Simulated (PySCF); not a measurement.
HfCl3, SMILES [Cl][Hf]([Cl])[Cl] (connectivity only; charge and spin as stated), neutral, multiplicity 2. Atoms are numbered in the order given.

```xyz
4

Hf     0.0000     0.0000     0.0000
Cl     2.3346     0.0000     0.0000
Cl    -1.1673    -2.0218     0.0000
Cl    -1.1673     2.0218     0.0000
```
Charge 0, spin multiplicity 2.

Geometry optimised at PBE0-D3(BJ)/def2-SVP. The spin state was assumed, not searched. The isomer is the one that the SMILES or the coordinates give; other isomers of the formula were not compared. The def2 effective core potentials stand for the cores of Hf; spin–orbit coupling is left out.

Computed with B3LYP/def2-TZVPD (PySCF).

Mulliken values depend strongly on the basis, most of all with diffuse functions as here. ESP charges are fitted to the potential on shells at 1.4 to 2.0 van der Waals radii. Atomic charges (e):

| atom | ESP fit | Mulliken | Mulliken spin |
|---|---|---|---|
| Hf1 | [?] | 1.07 | 1.06 |
| Cl2 | [?] | -0.36 | -0.02 |
| Cl3 | [?] | -0.36 | -0.02 |
| Cl4 | [?] | -0.36 | -0.02 |

Problem. Some entries are withheld; supply them. (An estimate is asked for; the answer gives what the named calculation found.)

Solution. 
- Hf1, ESP fit: 0.52
- Cl2, ESP fit: -0.17
- Cl3, ESP fit: -0.17
- Cl4, ESP fit: -0.17
